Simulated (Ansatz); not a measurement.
H2Se2 (SMILES [SeH][SeH]) moved off its minimum; all values from Ansatz (a quantum-chemistry and plane-wave program), cores frozen in correlated methods.
(charge 0, multiplicity 1)
```xyz
4

Se     0.26606    -0.90159     0.63753
H     -0.08912    -1.94778    -0.25755
Se    -0.38239     0.88324    -0.63062
H     -1.63723     1.11952    -0.22114
```

Forces at B3LYP/def2-TZVPP (eV/Å):

| atom | Fx | Fy | Fz |
|---|---|---|---|
| Se1 | 0.464 | 0.194 | 1.531 |
| H2 | -0.390 | -0.889 | -0.868 |
| Se3 | 3.621 | 0.327 | -2.104 |
| H4 | -3.695 | 0.369 | 1.441 |

**Question.** Give the forces (eV/Å), the total energy and the dipole at CCSD(T)/aug-cc-pVTZ.

**Answer.** 
| atom | Fx | Fy | Fz |
|---|---|---|---|
| Se1 | 0.454 | 0.194 | 1.551 |
| H2 | -0.396 | -0.856 | -0.880 |
| Se3 | 3.666 | 0.308 | -2.140 |
| H4 | -3.724 | 0.354 | 1.470 |
Energy -4801.3087 hartree, dipole 0.85 D.
